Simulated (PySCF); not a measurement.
C8H8O2S.
Numbering: `[O:1]=[S@@:2]1[CH:3]=[CH:4][C@@H:5]([c:6]2[cH:7][cH:8][cH:9][o:10]2)[CH2:11]1`

Cartesian coordinates in Å at the GFN2-xTB level; atoms count from 1:
```
atom  x, y, z in Å
O1    -0.5037    3.8452   -0.1918
S2     0.1601    2.5421   -0.2531
C3    -0.5291    1.6473   -1.6786
C4    -1.0923    0.4966   -1.3723
C5    -1.0549    0.1074    0.0834
C6     0.0480   -0.8871    0.2882
C7     1.4036   -0.7510    0.2124
C8     1.9422   -2.0311    0.4928
C9     0.8761   -2.8456    0.7122
O10   -0.2749   -2.1612    0.5899
C11   -0.8004    1.3982    0.8589
H12   -0.4297    2.0834   -2.6552
H13   -1.5283   -0.1847   -2.0866
H14   -1.9928   -0.3684    0.3875
H15    1.9469    0.1440   -0.0128
H16    2.9777   -2.3001    0.5238
H17    0.8041   -3.8873    0.9533
H18   -0.2367    1.2355    1.7742
H19   -1.7258    1.9261    1.0840
```

NICS is the negative of the GIAO shielding at a point without a nucleus: at the ring centre (0) and 1 Å above and below it (1); zz is the component along the ring normal. Level: GIAO PBE0/pcSseg-1 (PySCF, non-relativistic, gas phase) on the GFN2-xTB geometry, one conformer.

Rings: 1. S2–C3–C4–C5–C11; 2. C6–C7–C8–C9–O10.

| set | NICS(0) | NICS(1), two faces | NICS(1)zz, two faces |
| --- | --- | --- | --- |
| P | -12.2 | -10.6 / -10.4 | -26.3 / -26.1 |
| Q | -2.2 | -1.5 / -3.5 | -1.0 / -6.9 |

Q: Which set (ppm) belongs to which ring?

A: P = 2, Q = 1.
- 1 (5-membered ring with S; formal bonds 1 double, 4 single): mean NICS(1)zz -3.9 ppm, shielded. C5, C11 have four or more neighbours; no verdict on aromaticity is drawn.
- 2 (5-membered ring with O; formal bonds all aromatic): mean NICS(1)zz -26.2 ppm, shielded. The ring is flat and has no four-coordinate atom; by the NICS criterion it is aromatic.

Q: How do the rings differ in shape?

A: 
| ring | bond lengths (Å) | rms pucker (Å) | HOMA | nearest outside atom to a NICS(1) probe (Å) |
| --- | --- | --- | --- | --- |
| 1 | 1.819, 1.317, 1.507, 1.527, 1.862 | 0.14 | – | hydrogen 1.59 |
| 2 | 1.365, 1.417, 1.359, 1.345, 1.349 | 0.00 | 0.47 | hydrogen 2.42 |

HOMA = 1 − mean of α(R − Ropt)² over the ring bonds, with Krygowski's 1993 parameters (CC: Ropt 1.388 Å, α 257.7 Å⁻²; CO: Ropt 1.265 Å, α 157.38 Å⁻²). A dash marks a ring with a four-coordinate atom, a triple bond, no multiple bond or a kind of bond without parameters.
